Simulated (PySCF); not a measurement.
**Relaxation of singlet PbOBr₂**

Method: PBE0/[Pb def2-SVP with ECP60, O def2-SVP, Br def2-SVP], scalar-relativistic core potentials, density fitting, no spin–orbit coupling, PySCF. A (50,194) grid was used.

A hand-made trigonal planar start, of C2v symmetry, held to at least that symmetry:

```xyz
4
charge 0 multiplicity 1, angstrom
Pb   -0.2264   -0.3922    0.0000
O    -1.1864   -2.0550    0.0000
Br    2.3536   -0.3921    0.0000
Br   -1.5164    1.8421    0.0000
```

Q: What does it relax to?

A: It ends at C2v with Pb–Br 2.570 Å (×2), Pb–O 1.931 Å; Br–Pb–Br 102.7°, Br–Pb–O 128.7° (×2). No frequency check is given, so it may be a saddle point. Other isomers or separated fragments may lie lower.

Q: How much energy is released, and in how many steps?

A: 13.1 kJ/mol in 5 steps.

Spin–orbit coupling, left out here, can matter for elements this heavy.

The relaxation took roughly 70 core-seconds on a shared host.
